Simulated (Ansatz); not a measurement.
C4H4, SMILES `C=C1C=C1` (charge 0, multiplicity 1).

Cartesian coordinates (Å):
```xyz
8

C      1.4696     0.0502     0.0537
C      0.1457     0.0050     0.0051
C     -1.1583     0.5858     0.1602
C     -1.1009    -0.6628    -0.2435
H      1.9838     0.9500     0.3609
H      2.0649    -0.8123    -0.2111
H     -1.7709     1.4324     0.4192
H     -1.6339    -1.5484    -0.5445
```
Charge 0, spin multiplicity 1.

Frozen-core energies in 6-31g from Ansatz (a program for electronic structure) at a geometry from B3LYP-D3(BJ)/def2-TZVP; the HF reference has <S^2> = 0.00 and the T1 diagnostic is 0.013.

| level | energy (Ha) |
|---|---|
| HF | -153.59693 |
| MP2 | -153.94049 |
| CCSD | -153.97485 |

**Question.** Estimate the energies of CCSD(T), CCSDT and CCSDT(Q), and give each level's difference from CCSDT(Q).

**Answer.** 
```json
[
 {"level": "MP2", "energy (Ha)": "-153.94049", "difference from CCSDT(Q) (mHa)": "49.31"},
 {"level": "CCSD", "energy (Ha)": "-153.97485", "difference from CCSDT(Q) (mHa)": "14.95"},
 {"level": "CCSD(T)", "energy (Ha)": "-153.98817", "difference from CCSDT(Q) (mHa)": "1.63"},
 {"level": "CCSDT", "energy (Ha)": "-153.98869", "difference from CCSDT(Q) (mHa)": "1.11"},
 {"level": "CCSDT(Q)", "energy (Ha)": "-153.98980", "difference from CCSDT(Q) (mHa)": "0.00"}
]
```
